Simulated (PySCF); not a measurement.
Electric field gradients and quadrupole coupling constants

Species: C3H5F3OS.
Structure used (GFN2-xTB), in Å, numbered top down from 1:
```
atom  x, y, z in Å
F1     2.3017    1.1870    1.3844
C2     1.8193    0.3240    0.5017
F3     2.3630   -0.8759    0.7808
F4     2.3212    0.6633   -0.6998
O5     0.5031    0.3313    0.5477
C6    -0.1504   -0.5897   -0.3499
C7    -1.6450   -0.4373   -0.1497
S8    -2.2514    1.1722   -0.7597
H9     0.1307   -0.3507   -1.3811
H10    0.1651   -1.6109   -0.1074
H11   -2.1745   -1.1915   -0.7287
H12   -1.8994   -0.5310    0.9048
H13   -1.4878    1.9098    0.0391
```

Field gradients from the PBE0/pcSseg-1 density (PySCF, non-relativistic), principal values in atomic units, ordered |Vxx| ≤ |Vyy| ≤ |Vzz|:

```tsv
atom	Vxx	Vyy	Vzz
O5	-0.0794	-1.8157	1.8951
S8	0.5212	2.3809	-2.9021
```

Question: Find the asymmetry η = (Vxx − Vyy)/Vzz and the couplings χ = eQV/h (234.96 MHz × Q in barn × V in au), with Q(17O) = −0.0256 b, Q(33S) = −0.0678 b.

Answer: 
```json
{"atom": "O5", "environment": "ether oxygen", "nucleus": "17O", "η": "0.92", "χzz (MHz)": "-11.40", "χxx (MHz)": "0.48", "χyy (MHz)": "10.92"}
{"atom": "S8", "environment": "thiol sulfur", "nucleus": "33S", "η": "0.64", "χzz (MHz)": "46.23", "χxx (MHz)": "-8.30", "χyy (MHz)": "-37.93"}
```

At O5 η is above 0.9: Vyy and Vzz are nearly equal in size and opposite in sign, so a small change could swap them and flip the sign of χzz. 

Question: What is Vzz at O5 in SI units (1 au = 9.71736 × 10²¹ V/m²)?

Answer: 1.8951 au = 18.415 × 10²¹ V/m².

Question: And the gradient at the other heavy atoms, for which no coupling is worked out here?

Answer: 
```tsv
atom	environment	Vzz (au)	η
F1	fluorine of a CF3 group	2.988	0.02
C2	CF3 carbon	-0.188	0.06
F3	fluorine of a CF3 group	2.894	0.04
F4	fluorine of a CF3 group	2.898	0.04
C6	sp3 carbon bound to oxygen	0.518	0.18
C7	sp3 carbon bound to sulfur	0.245	0.44
```

Were the hydrogens deuterons (Q(2H) = 0.00286 b), χzz would run from 166 kHz (H13) to 206 kHz (H11).

Geometry: GFN2-xTB, one conformer, isolated molecule. GFN2-xTB bond lengths can be off by several hundredths of an ångström, more for odd bonds, and the gradients follow them. With a basis this small, the couplings can be 20 % off.
